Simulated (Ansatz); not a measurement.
```xyz
6

O     0.018    0.733   -1.083
C    -0.005   -0.009    0.001
O     0.727    0.558    0.934
Se   -0.898   -1.556    0.180
H    -0.528    0.287   -1.744
H     0.686   -0.013    1.713
```

Charge 0, multiplicity 1.

Q: List the ωB97M-V/def2-TZVPP orbital energies in eV (Ansatz). (Estimate.)

A: Computed: Occupied: -12367.40, -1587.71, -1422.48, -1422.43, -1422.40, -528.42, -528.42, -286.77, -217.17, -160.17, -159.97, -159.86, -60.07, -60.00, -59.92, -59.75, -59.75, -35.34, -33.30, -23.38, -22.08, -18.41, -16.80, -16.58, -16.01, -13.40, -12.68, -9.15, -8.82. Lowest empty: 1.01, 1.85, 2.97, 3.36, 5.51, 5.93, 6.18, 7.43.
